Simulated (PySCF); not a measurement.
CH₅AlOS, SMILES C[O][AlH][SH].

Coordinates come from a PBE-D3(BJ)/def2-SVP optimisation. One conformer was computed; it need not be the lowest.

These are IEF-PCM-B3LYP/def2-SVP (PySCF) values and carry that method's errors.

The values are the electrostatic part of the solvation free energy, E(continuum) − E(gas) at the gas-phase geometry, in a cavity of scaled van der Waals radii (PySCF's table); cavitation and dispersion terms are not included. A continuum can't describe solvent molecules that bind to the metal. In vacuum the orbital gap is 6.56 eV. The dipole moment in vacuum is 0.04 D.

Computed values in water (ε = 78.36), 1-octanol (ε = 9.86), dichloromethane (ε = 8.93):
```
solvent              ε  ΔG(elec) (kcal/mol)  dipole (D)  gap (eV)
---------------  -----  -------------------  ----------  --------
water            78.36                 -5.2        0.20      6.83
1-octanol         9.86                 -4.5        0.17      6.80
dichloromethane   8.93                 -4.4        0.16      6.79
```
